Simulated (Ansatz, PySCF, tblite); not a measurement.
Dissociation curve of Cr(O)2(Cl)2, SMILES [O]=[Cr](=[O])([Cl])[Cl] (Cl₂CrO₂). The Cr1–Cl5 bond (Cr1 also carries Cl, O, O; Cl5 carries nothing else) is varied alone, starting from the PBE0/def2-TZVP optimised geometry.

Levels: UKS-PBE0 = Ansatz (an electronic-structure program) with unrestricted PBE0/def2-TZVP; RKS-B3LYP/LANL2DZ = restricted B3LYP/LANL2DZ, with its core potentials past Ne run with PySCF 2.14.0; GFN2-xTB, 300 K electronic temperature (tblite); RKS-B3LYP/6-31G* = restricted B3LYP/6-31G*, spherical d in PySCF; UKS-B3LYP = unrestricted B3LYP/def2-TZVP run with Ansatz.

Energies are in eV, each relative to the lowest point of its own curve near equilibrium.

```tsv
R / Å	UKS-PBE0	RKS-B3LYP/LANL2DZ	GFN2-xTB	RKS-B3LYP/6-31G*	UKS-B3LYP
1.72	2.446	3.047	1.465	2.657	2.634
1.84	0.949	1.304	0.391	1.085	1.070
1.97	0.200	0.371	0.022	0.268	0.258
2.04	0.042	0.133	0.000	0.074	0.069
2.11	0.000	0.021	0.050	0.000	0.000
2.16	0.024	0.000	0.116	0.002	0.006
2.26	0.170	0.063	0.297	0.108	0.118
2.39	0.480	0.281	0.591	0.375	0.391
2.57	1.011	0.707	1.044	0.860	0.878
2.76	1.592	1.199	1.529	1.404	1.420
3.08	2.368	1.966	2.279	2.241	2.200
3.42	2.788	2.612	2.935	2.947	2.657
3.88	3.005	3.211	3.570	3.612	2.934
4.37	3.056	3.602	3.970	4.048	3.027
5.13	3.081	3.927	4.243	4.397	3.053
6.09	3.093	4.098	4.337	4.586	3.061
```

At the longest distance, 6.09 Å, RKS-B3LYP/6-31G* lies highest above its minimum (4.586 eV) and UKS-B3LYP lowest (3.061 eV).

The unrestricted determinant behind UKS-PBE0, UKS-B3LYP is spin-contaminated at 3.08 to 6.09 Å (<S²> up to 1.0, against 0.00 for a pure singlet). The restricted form behind RKS-B3LYP/LANL2DZ, RKS-B3LYP/6-31G* keeps the bonding electrons paired and can't separate into open-shell fragments.
